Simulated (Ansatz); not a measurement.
Consider the cleavage of the Zn–B bond: `C[BH][ZnH]` + CH₃OH → `C[O][ZnH]` + `BC`.

Calculated with Ansatz (gas phase, PBE0-D4/def2-TZVP geometries, no zero-point term in ΔE). CBS: MP2 limit from def2 TZ/QZ plus the TZ coupled-cluster correction, frozen cores. This one scheme is used for every species. Functionals use def2-TZVPP. For Zn outer-core shells are correlated without core-valence functions, which leaves a few kJ/mol of doubt a bond. Scalar relativity is left out up to krypton.

```
     species  B97M-V energy (Eh)
`C[BH][ZnH]`         -1844.99063
       CH₃OH          -115.74555
 `C[O][ZnH]`         -1894.78970
        `BC`           -65.97270
```

Question: Work out ΔE.

Answer: ΔE = (-1894.78970) + (-65.97270) − (-1844.99063) − (-115.74555) = -0.02622 Eh = -68.8 kJ/mol. CCSD(T)/CBS gives -70.5 kJ/mol.

Question: What do rigid-rotor, harmonic-oscillator terms from PBE0-D4/def2-TZVP frequencies (298.15 K, 1 bar) make of the CCSD(T)/CBS value? (An estimate is asked.)

Answer: The calculation gave: ΔZPE = -5.8 kJ/mol, ΔH = -76.0 kJ/mol, ΔS = 5 J/(mol·K), ΔG = -77.4 kJ/mol.

Largest T1 diagnostic among the species: 0.017.

In def2-TZVPP, CCSD(T) changes the Hartree–Fock value by +10.9 kJ/mol (the triples alone add +0.8 kJ/mol) and MP2 by +4.4 kJ/mol. Leaving LDA and LC-ωPBE aside and taking each functional with its dispersion term where it has one, the values, not all of them listed here, spread over 16.1 kJ/mol, from B2PLYP to PBE-D4.
